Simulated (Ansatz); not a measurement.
`[Cl][SnH]([Br])[Br]` → `[Br][Sn][Br]` + HCl at 700 K and 1 bar (stannylene formation by 1,1-elimination).

Calculated with Ansatz (gas phase, PBE0-D4/def2-TZVP geometries, no zero-point term in ΔE). CCSD(T)/CBS adds triple-zeta CCSD(T) − MP2 to the extrapolated MP2 energy (def2 sets, frozen cores). This one scheme is used for every species. def2 core potentials past Kr. For Br, Sn outer-core shells are correlated without core-valence functions, which leaves a few kJ/mol of doubt a bond. Scalar relativity is left out up to krypton.

```tsv
species	CCSD(T)/CBS energy (Eh)	H − E (kJ/mol)	S (J/(mol·K))
`[Cl][SnH]([Br])[Br]`	-5821.18000	84.0	458.4
`[Br][Sn][Br]`	-5360.78051	41.0	377.8
HCl	-460.38127	38.4	211.8
```

H − E and S are ideal-gas, rigid-rotor, harmonic terms from PBE0-D4/def2-TZVP. 1 Eh = 2625.50 kJ/mol, R = 8.31446 J/(mol·K).

Problem. By hand: ΔE, ΔH, ΔS and ΔG.

Solution. ΔE = (-5360.78051) + (-460.38127) − (-5821.18000) = 0.01822 Eh = 47.8 kJ/mol. Δ(H − E) = 41.0 + 38.4 − 84.0 = -4.6, so ΔH = 43.2 kJ/mol. ΔS = 377.8 + 211.8 − 458.4 = 131.2 J/(mol·K). ΔG = 43.2 − 700 × (131.2)/1000 = -48.6 kJ/mol.

Problem. By hand: the equilibrium constant, and the temperature at which ΔG would vanish if ΔH and ΔS stayed fixed.

Solution. log₁₀ K = −ΔG/(RT ln 10) = 3.6. ΔG = 0 at ΔH/ΔS = 329 K.

The number of gas molecules changes by +1, which sets the sign of ΔS. A doubt of 5 kJ/mol in ΔE shifts log₁₀ K by 0.4 here. These are equilibria of isolated gas molecules and say nothing of rates. Largest T1 diagnostic: 0.011 (customary marks: 0.02 for closed shells, 0.045 for open ones).
